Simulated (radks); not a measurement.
Polarisability of the europium ion Eu6+, [Kr] 4d10 4f5 5s2 5p4, at imaginary frequency. Calculated with a radial shooting solver on a logarithmic mesh with Libxc functionals: non-relativistic Kohn-Sham, exchange-only LDA, spin-polarised, spherical densities, point nucleus; open shells are filled with parallel spins first (spin-orbit coupling, left out, can overturn this in heavy ions); relativity is left out, which matters for an element this heavy. Response by self-consistent Sternheimer equations with the Hartree and adiabatic exchange-only LDA kernel.

w (hartree)  alpha1(iw) (bohr^3)
0.00266                    3.463
0.0143                     3.463
0.0360                     3.460
0.0697                     3.453
0.118                      3.435
0.186                      3.396
0.280                      3.315
0.413                      3.163
0.605                      2.895
0.892                      2.467
1.35                       1.878
2.12                       1.230
3.59                      0.6781
6.94                      0.2925
17.5                     0.07425

Static values: alpha1 = 3.463 bohr^3 (0.5132 angstrom^3; uncoupled 6.196). C6 = 14.02, triple-dipole C9 = 34.08 atomic units. One-pole (London) frequency 4 C6 / (3 alpha1^2) = 1.559 hartree, against 3.300 for minus the highest occupied eigenvalue. The dipole shielding factor is 0.905, as the force sum rule N/Z = 0.905 demands.
